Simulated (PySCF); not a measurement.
# Core-level binding energies of (ClZn-mu-F)2

Compound: (ClZn-mu-F)2 (singlet state).
Bonds: Zn1–Cl2, Zn1–F3, Zn1–F6, F3–Zn4, Zn4–Cl5, Zn4–F6.

Method used: PySCF 2.14.0, delta-SCF UKS SCAN, pcX-2 on the ionised atom (unc-x2c-TZVPall on a metal), pcseg-1 elsewhere, spin-free X2C. These are vertical core ionisation energies against the vacuum level, from separate self-consistent calculations with and without the core hole.

**Question.** List the computed XPS lines with their assignment.

**Answer.** 
```tsv
atom(s)	environment	level	binding energy (eV)	2p1/2 (eV)	count
Cl2/Cl5	chlorine bonded to Zn	Cl 2p3/2	205.84	207.49	2
F3/F6	fluorine bonded to 2 Zn	F 1s	692.45	–	2
Cl2/Cl5	chlorine bonded to Zn	Cl 1s	2828.46	–	2
```

**Question.** What is the longest wavelength that can ionise Cl 2p3/2 of Cl2/Cl5 vertically?

**Answer.** λ = hc/E = 12398.42 eV Å / 205.84 eV = 60.233 Å.

**Question.** Which photon energy gives electrons from Cl 2p3/2 of Cl2/Cl5 a kinetic energy of 100 eV, and what is their de Broglie wavelength?

**Answer.** hν = 205.84 + 100 = 305.84 eV, recoil neglected; λ = 12.264 Å/√(E/eV) = 1.23 Å.

Atoms equivalent by their bonding share one computed value, that of the first of them. Not every level is listed. Spin–orbit and ligand-field terms were added within each 2p shell after the spin-free SCF. 2p1/2 minus 2p3/2 (ligand field included): Cl 1.65 eV. No level of zinc is listed. Isolated species at its PBE0-D3(BJ)/def2-SVP geometry, gas phase. Metal 2p energies of this one-determinant scheme are less reliable than its 1s energies.

On one thread of an AMD EPYC, no GPU, shared host with 64 logical CPUs at a one-minute load of 56, this took 40 s and 0.63 GiB of memory at its peak.
